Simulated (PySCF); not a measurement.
# GaCl₂, doublet: data card

All numbers come from UPBE/[Ga def2-TZVP, Cl def2-TZVP], no relativity, density fitting, PySCF.

The structure is a minimum.

Z-matrix (Å, degrees; charge 0 multiplicity 2):
```
Ga
Cl 1 2.1857
Cl 1 2.1857 2 120.18
```

```
Point group                                                                   : C2v
Bond lengths                                                                  : Ga–Cl 2.186 Å (×2)
Bond angles                                                                   : Cl–Ga–Cl 120.2°
Atomisation energy without zero-point energy                                  : 699 kJ/mol
Zero-point energy                                                             : 5.1 kJ/mol
Lowest empty level (β)                                                        : -5.03 eV
Enthalpy at 298.15 K above 0 K                                                : 13.59 kJ/mol
Highest occupied level (α)                                                    : -6.04 eV
Dipole moment                                                                 : 1.61 D
Heat capacity Cp at 298.15 K                                                  : 54.2 J/(mol K)
Spin squared ⟨S²⟩                                                             : 0.752
Rotational symmetry number                                                    : 2
Entropy at 298.15 K and 1 bar (electronic part: spin only)                    : 303.9 J/(mol K)
Principal polarisabilities                                                    : 41.3, 51.1, 78.4 bohr³
Rotational constants                                                          : 0.4088, 0.06715, 0.05768 cm⁻¹
Principal quadrupole moments (Buckingham, traceless) about the centre of mass : -5.90, 2.13, 3.76 D Å
```

Harmonic modes (masses in u: Ga 68.926, Cl 34.969):
| symmetry | ω (cm⁻¹) | IR (km/mol) | type |
| --- | --- | --- | --- |
| a1 | 106 | 3.5 | bend |
| a1 | 347 | 18.8 | stretch |
| b2 | 398 | 90.9 | stretch |

In C2v the vibrations span 2a1 + b2. Here b1 is antisymmetric to the molecular plane and b2 lies in it.

Charges (e):
```
 atom  Mulliken  Löwdin  polar tensor  spin (Mulliken)  Mayer order to Ga1
  Ga1      0.44   -0.32          0.94             0.68                   –
Cl2,3     -0.22    0.16         -0.47             0.16                1.13
```

Mulliken populations on Ga1: s 7.39, p 12.96, d 10.17, f 0.04.

Outer orbital energies (eV). α occupied: -19.83, -11.54, -9.52, -8.39, -8.38, -8.00, -7.86, -6.04; empty: -2.76, -0.85, 0.10, 2.65. β occupied: -19.94, -19.65, -11.20, -9.21, -8.30, -8.22, -7.93, -7.78; empty: -5.03, -2.21, -0.45, 0.58.

This need not be the most stable arrangement of these atoms.

The final relaxation and frequency run took 29 s on 4 threads of a shared Arm Neoverse V2 host, with 122 basis functions and 11 gradients; the process peaked at 0.94 GiB.
